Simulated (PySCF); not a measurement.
Ga, charge +2, doublet (a state made from the parent by changing its charge; the spin is typed, not shown lowest); M062X/aug-cc-pVDZ (PySCF).

Input for PySCF:
```python
from pyscf import gto, scf, dft

mol = gto.Mole()
mol.atom = '''
    Ga    0.00000000    0.00000000    0.00000000
'''
mol.basis = 'aug-cc-pvdz'
mol.charge = 2
mol.spin = 1
mol.verbose = 4
mol.build()

mf = dft.UKS(mol)
mf.xc = 'm062x'
mf.kernel()
```

What the program printed (banner, timings and long lists left out):

```
PySCF version 2.14.0

[INPUT] verbose = 4
[INPUT] num. atoms = 1
[INPUT] num. electrons = 29
[INPUT] charge = 2
[INPUT] spin (= nelec alpha-beta = 2S) = 1
[INPUT] symmetry False subgroup None
[INPUT] Mole.unit = angstrom
[INPUT] Symbol           X                Y                Z      unit          X                Y                Z       unit  Magmom
[INPUT]  1 Ga     0.000000000000   0.000000000000   0.000000000000 AA    0.000000000000   0.000000000000   0.000000000000 Bohr   0.0

nuclear repulsion = 0
number of shells = 9
number of NR pGTOs = 86
number of NR cGTOs = 36
basis = aug-cc-pvdz
ecp = {}

******** <class 'pyscf.dft.uks.UKS'> ********
method = UKS
initial guess = minao
damping factor = 0
level_shift factor = 0
DIIS = <class 'pyscf.scf.diis.CDIIS'>
diis_start_cycle = 1
diis_space = 8
diis_damp = 0
SCF conv_tol = 1e-09
SCF conv_tol_grad = None
SCF max_cycles = 50
direct_scf = True
direct_scf_tol = 1e-13
number electrons alpha = 15  beta = 14
XC library pyscf.dft.libxc version 7.1.2
    S. Lehtola, C. Steigemann, M. J. T. Oliveira, and M. A. L. Marques,  SoftwareX 7, 1–5 (2018)
XC functionals = m062x
    Y. Zhao and D. G. Truhlar,  Theor. Chem. Acc. 120, 215 (2008)
    Y. Zhao and D. G. Truhlar,  Theor. Chem. Acc. 120, 215 (2008)
radial grids:
    Treutler-Ahlrichs [JCP 102, 346 (1995); DOI:10.1063/1.469408] (M4) radial grids

becke partition: Becke, JCP 88, 2547 (1988); DOI:10.1063/1.454033
pruning grids: <function nwchem_prune>
grids dens level: 3
symmetrized grids: False
atomic radii adjust function: <function treutler_atomic_radii_adjust>
small_rho_cutoff = 0
Set gradient conv threshold to 3.16228e-05
tot grids = 20904
init E= -1924.20432300023

cycle= 1 E= -1923.79055087193  delta_E= 0.414  |g|= 0.165  |ddm|= 0.672
cycle= 2 E= -1923.81920802359  delta_E= -0.0287  |g|= 0.0397  |ddm|= 0.564
cycle= 3 E= -1923.8200194055  delta_E= -0.000811  |g|= 0.00568  |ddm|= 0.0676
cycle= 4 E= -1923.8200521429  delta_E= -3.27e-05  |g|= 0.000442  |ddm|= 0.0267
cycle= 5 E= -1923.82005228053  delta_E= -1.38e-07  |g|= 1.33e-05  |ddm|= 0.00214
cycle= 6 E= -1923.82005228066  delta_E= -1.36e-10  |g|= 1.67e-06  |ddm|= 1.67e-05
Extra cycle  E= -1923.82005228066  delta_E= -4.55e-13  |g|= 2.93e-07  |ddm|= 2.37e-06
converged SCF energy = -1923.82005228066  <S^2> = 0.75005114  2S+1 = 2.0000511
```
